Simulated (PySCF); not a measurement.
Isomers of C4H3N. Isolated molecules, 0 K electronic values unless said otherwise. Strings in code marks are SMILES.

The numbers are results of M06-2X/def2-TZVP // B3LYP-D3(BJ)/def2-TZVP run with PySCF, not measurements. All candidates: neutral, multiplicity 1. Delta-SCF ions had no search for a lower state. Excitations are Tamm–Dancoff values on a coarser integration grid. The basis has no diffuse functions, so Rydberg states are missing or too high.

- S1 excitation (TDA) = 5.51 eV
- T1 excitation (TDA) = 4.35 eV
- vertical ionisation energy (Delta-SCF) = 10.57 eV

Question: Say which member has these values.
(A) `C=C=C=C=N`
(B) `C#CC#CN`
(C) `C=C=CC#N`
(D) `N#CC1=CC1`

Answer: C, `C=C=CC#N`. The others give `C#CC#CN`: 4.00 eV, 3.88 eV, 8.60 eV; `C=C=C=C=N`: 2.76 eV, 2.53 eV, 8.64 eV; `N#CC1=CC1`: 5.39 eV, 3.82 eV, 10.45 eV
